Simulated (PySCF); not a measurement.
## Nonlinear optical response: `c1(OC(C)=O)cccnc1`, C$_{7}$H$_{7}$NO$_{2}$

Molfile (atoms numbered from 1):
```
C7H7NO2
     RDKit          3D

 17 17  0  0  0  0  0  0  0  0999 V2000
    3.1111    0.2036   -0.3373 C   0  0  0  0  0  0  0  0  0  0  0  0
    1.7362    0.0055    0.2224 C   0  0  0  0  0  0  0  0  0  0  0  0
    1.4710   -0.2635    1.3583 O   0  0  0  0  0  0  0  0  0  0  0  0
    0.8103    0.1553   -0.7605 O   0  0  0  0  0  0  0  0  0  0  0  0
   -0.5384    0.0308   -0.5341 C   0  0  0  0  0  0  0  0  0  0  0  0
   -1.1210   -0.8636    0.3610 C   0  0  0  0  0  0  0  0  0  0  0  0
   -2.5122   -0.8937    0.4183 C   0  0  0  0  0  0  0  0  0  0  0  0
   -3.2483   -0.0465   -0.4075 C   0  0  0  0  0  0  0  0  0  0  0  0
   -2.6843    0.8020   -1.2640 N   0  0  0  0  0  0  0  0  0  0  0  0
   -1.3609    0.8397   -1.3228 C   0  0  0  0  0  0  0  0  0  0  0  0
    3.8282    0.3030    0.4849 H   0  0  0  0  0  0  0  0  0  0  0  0
    3.3778   -0.6724   -0.9488 H   0  0  0  0  0  0  0  0  0  0  0  0
    3.1410    1.0837   -0.9935 H   0  0  0  0  0  0  0  0  0  0  0  0
   -0.5106   -1.5025    0.9965 H   0  0  0  0  0  0  0  0  0  0  0  0
   -3.0204   -1.5751    1.1041 H   0  0  0  0  0  0  0  0  0  0  0  0
   -4.3435   -0.0552   -0.3748 H   0  0  0  0  0  0  0  0  0  0  0  0
   -0.8944    1.5352   -2.0301 H   0  0  0  0  0  0  0  0  0  0  0  0
  1  2  1  0
  2  3  2  0
  2  4  1  0
  4  5  1  0
  5  6  1  0
  6  7  2  0
  7  8  1  0
  8  9  2  0
  9 10  1  0
 10  5  2  0
  1 11  1  0
  1 12  1  0
  1 13  1  0
  6 14  1  0
  7 15  1  0
  8 16  1  0
 10 17  1  0
M  END
```

Level of theory: quadratic response CAM-B3LYP/aug-cc-pVDZ first hyperpolarisability, Taylor convention, gas phase in PySCF 2.14.0. Geometry: PBE0-D3(BJ)/def2-SVP.

Question: What is the first hyperpolarisability, and how does it disperse?

Answer: In au, Taylor convention; the vector part is βᵢ = ⅓ Σⱼ (βᵢⱼⱼ + βⱼᵢⱼ + βⱼⱼᵢ); β∥ is 3/5 of the vector part along the dipole, the dipole points from − to +:
| process | λ (nm) | β vector norm | β∥ | β HRS | depolarisation ratio |
| --- | --- | --- | --- | --- | --- |
| static β(0;0,0) | ∞ | 95.6 | 44.4 | 51.3 | 2.83 |
| second harmonic β(−2ω;ω,ω) | 1907 | 98.0 | 45.1 | 53.3 | 2.77 |
| Pockels β(−ω;ω,0) | 1907 | 96.3 | 44.6 | – | – |
| second harmonic β(−2ω;ω,ω) | 1064 | 103.5 | 46.5 | 58.4 | 2.65 |
| Pockels β(−ω;ω,0) | 1064 | 98.1 | 45.2 | – | – |

Question: Which lowest excitations, dipole and polarisabilities go with it?

Answer: S1 5.09 eV (f = 0.005); S2 5.36 eV (f = 0.058); S3 5.47 eV (f = 0.008); dipole 2.15 D; isotropic α 95.9 au static, 96.2 au at 1907 nm, 97.0 au at 1064 nm, 97.3 au at 953.5 nm, 100.5 au at 532 nm.
